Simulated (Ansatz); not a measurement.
`[CH3][Ta](=[O])([F])[Cl]`. Charge 0, multiplicity 1. Ta: def2 effective core potential.

```json
{"atom": "C1", "x (Å)": "-1.042", "y (Å)": "-0.445", "z (Å)": "-0.045"}
{"atom": "Ta2", "x (Å)": "0.904", "y (Å)": "0.420", "z (Å)": "0.118"}
{"atom": "O3", "x (Å)": "0.612", "y (Å)": "2.079", "z (Å)": "-0.160"}
{"atom": "F4", "x (Å)": "1.488", "y (Å)": "0.174", "z (Å)": "1.878"}
{"atom": "Cl5", "x (Å)": "2.221", "y (Å)": "-0.453", "z (Å)": "-1.554"}
{"atom": "H6", "x (Å)": "-1.006", "y (Å)": "-1.528", "z (Å)": "0.116"}
{"atom": "H7", "x (Å)": "-1.723", "y (Å)": "0.001", "z (Å)": "0.687"}
{"atom": "H8", "x (Å)": "-1.454", "y (Å)": "-0.248", "z (Å)": "-1.040"}
```

What are the harmonic wavenumbers in cm⁻¹ at PBE0-D4/def2-TZVP (Ansatz, finite differences of forces, unscaled)? (Best estimate.)

Ansatz gave: 112, 122, 143, 157, 220, 247, 403, 547, 555, 641, 689, 1028, 1206, 1409, 1414, 3030, 3122, 3123.

Is this a minimum?

Yes, all 18 modes are real.

Give the ideal-gas thermochemistry at 298.15 K and 1 bar (rigid rotor, harmonic oscillator; point group C1, symmetry number 1).

Zero-point energy 108.7 kJ/mol; H(298) − E = 131.0 kJ/mol; entropy 371.7 J/(mol·K), of which translation 178.5, rotation 116.8, vibration 76.5; G(298) − E = 20.1 kJ/mol.

And at 400, 500, 600, 800 and 1000 K?


```json
{"T (K)": "400", "H − E (kJ/mol)": "142.5", "S (J/mol/K)": "404.9", "G − E (kJ/mol)": "-19.5"}
{"T (K)": "500", "H − E (kJ/mol)": "154.9", "S (J/mol/K)": "432.5", "G − E (kJ/mol)": "-61.4"}
{"T (K)": "600", "H − E (kJ/mol)": "168.0", "S (J/mol/K)": "456.5", "G − E (kJ/mol)": "-105.9"}
{"T (K)": "800", "H − E (kJ/mol)": "196.2", "S (J/mol/K)": "497.0", "G − E (kJ/mol)": "-201.3"}
{"T (K)": "1000", "H − E (kJ/mol)": "226.2", "S (J/mol/K)": "530.4", "G − E (kJ/mol)": "-304.2"}
```

Rotational constants (cm⁻¹)?

0.1045, 0.06071, 0.05604.
